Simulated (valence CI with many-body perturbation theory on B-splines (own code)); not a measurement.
Results of a calculation; reference values are marked as such.
In XXXVI in three bases

Level of theory: relativistic CI+MBPT: four valence electrons over a frozen Dirac-Fock core [Ne], radial functions for each j: 9 s, 9 p, 8 d, 6 f, 3 g, 1 h, with the one-electron correlation potential Σ1, the two-electron term Σ2, the three-electron term Σ3, Breit, model QED; selected CI, second order for the rest (own B-spline code, finite nucleus).

The last digits are not significant, and no measured levels were compared; by estimate large intervals hold to a few tenths of a per cent, small ones and those within an open d or f shell to about a per cent.

The reference run has the lowest level (3s^2 3p1/2^2) J=0 and an ionisation energy of 2315.54 eV. Its largest variational space holds 19998 state functions.

Levels are named by their leading jj configuration (3d3/2^4 stands for four electrons in 3d with j = 3/2), which in mixed levels can hold well under half, so a name can repeat and another be missing. Letters in brackets count levels of one name in rising energy.

Changed runs:
A. basis 6 s, 6 p, 5 d, 3 f, 1 g
B. basis 5 s, 5 p, 4 d, 2 f

Excitation energies of the reference run in cm⁻¹, and shifts in cm⁻¹:

| Level | Reference | A | B |
| --- | --- | --- | --- |
| (3s^2 3p1/2 3p3/2) J=1 | 363925 | -78 | -225 |
| (3s^2 3p1/2 3p3/2) J=2 | 408994 | +20 | +115 |
| (3s^2 3p3/2^2) J=2 | 805625 | -24 | -14 |
| (3s^2 3p3/2^2) J=0 | 906023 | +96 | +324 |
| (3s 3p1/2^2 3p3/2) J=2 | 1065780 | -143 | -422 |
| (3s 3p1/2^2 3p3/2) J=1 | 1208550 | +11 | +58 |
| (3s 3p1/2 3p3/2^2) J=2 [a] | 1389380 | -155 | -491 |
| (3s^2 3p1/2 3d3/2) J=2 | 1402190 | +151 | +324 |
| (3s 3p1/2 3p3/2^2) J=3 | 1465120 | -43 | -133 |
| (3s^2 3p1/2 3d3/2) J=1 | 1573500 | +195 | +626 |
| (3s 3p1/2 3p3/2^2) J=0 | 1573530 | -1.0 | +60 |
| (3s^2 3p1/2 3d5/2) J=2 | 1604460 | +146 | +427 |
| Ionisation energy (eV) | 2315.54 | -0.03 | -0.09 |
